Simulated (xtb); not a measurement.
C5H7, doublet, geometry from GFN2-xTB. Base run: GFN2-xTB (xtb).

Geometry (Å):
```xyz
12

C     -0.0059     0.0626     0.0492
C      0.0528     0.7415     1.2978
C     -0.0414    -0.7357     1.3217
C      0.7168     0.0191    -1.2587
C     -0.7871     0.0670    -1.2200
H      0.7199     1.4439     1.7454
H     -0.9830    -1.1909     1.6053
H      0.8195    -1.3299     1.6149
H      1.1926    -0.9105    -1.5369
H      1.2530     0.9011    -1.5773
H     -1.3358    -0.8261    -1.4813
H     -1.2771     0.9853    -1.5101
```
Charge 0, spin multiplicity 2.
All else is at xtb's defaults.
Base energy -14.11996 Eh.

Each row names what was changed in the base input (with any setting that the change needs).

```
change               ΔE vs base (kcal/mol)  dipole (D)  G_solv (kcal/mol)  SCF cycles
-------------------  ---------------------  ----------  -----------------  ----------
base                                 0.000        0.82                  -           9
alpb = thf                           -4.21        0.89              -4.24          10
gbsa = chcl3                         -3.69        0.91              -3.72           9
gbsa = acetonitrile                  -3.66        0.89              -3.68           9
alpb = dmso                          -3.90        0.88              -3.94           9
acc = 0.0001                         0.000        0.82                  -          16
```

ALPB and GBSA are two models with their own fitted parameters for each solvent, which aren't always the measured dielectric constant.
